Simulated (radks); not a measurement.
Nd, configuration [Xe] 4f3 5d1 6s1 6p1 (not the ground configuration). Calculated with a radial shooting solver on a logarithmic mesh with Libxc functionals: scalar-relativistic Kohn-Sham, PBE, spin-polarised, spherical densities, finite nucleus; open shells are filled with parallel spins first (spin-orbit coupling, left out, can overturn this in heavy ions); Fermi nuclear charge, rms radius 4.9123 fm.

Unscreened Slater integrals over Kohn-Sham orbitals (eV). They are taken over the spin-up orbitals.

\begin{tabular}{lr}
integral & value \\ \hline
F0(6p,6p) & 4.5922 \\
F2(6p,6p) & 2.4818 \\
F0(6p,5d) & 5.5630 \\
F2(6p,5d) & 1.9780 \\
G1(6p,5d) & 1.3116 \\
G3(6p,5d) & 0.94569 \\
F0(6p,6s) & 5.1408 \\
G1(6p,6s) & 3.1258 \\
F0(6p,4f) & 6.0416 \\
F2(6p,4f) & 0.67684 \\
G2(6p,4f) & 0.17051 \\
G4(6p,4f) & 0.15267 \\
F0(5d,5d) & 8.9200 \\
F2(5d,5d) & 4.4659 \\
F4(5d,5d) & 2.8922 \\
F0(5d,6s) & 6.8986 \\
G2(5d,6s) & 2.1746 \\
F0(5d,4f) & 11.636 \\
F2(5d,4f) & 2.9329 \\
F4(5d,4f) & 1.4550 \\
G1(5d,4f) & 1.5661 \\
G3(5d,4f) & 1.1954 \\
G5(5d,4f) & 0.89390 \\
F0(6s,6s) & 6.0390 \\
F0(6s,4f) & 7.8313 \\
G3(6s,4f) & 0.29723 \\
F0(4f,4f) & 25.663 \\
F2(4f,4f) & 11.965 \\
F4(4f,4f) & 7.4615 \\
F6(4f,4f) & 5.3552 \\
\end{tabular}

Derived for the open shells (J is the average intra-shell exchange parameter used in DFT+U). 4f: F4/F2 = 0.624, F6/F2 = 0.448, J = (286 F2 + 195 F4 + 250 F6)/6435 = 0.9659 eV. 5d: Racah B = F2/49 - 5 F4/441 = 0.05835 eV, C = 35 F4/441 = 0.2295 eV, C/B = 3.93, F4/F2 = 0.648, J = (F2 + F4)/14 = 0.5256 eV. 6p: J = F2/5 = 0.4964 eV.
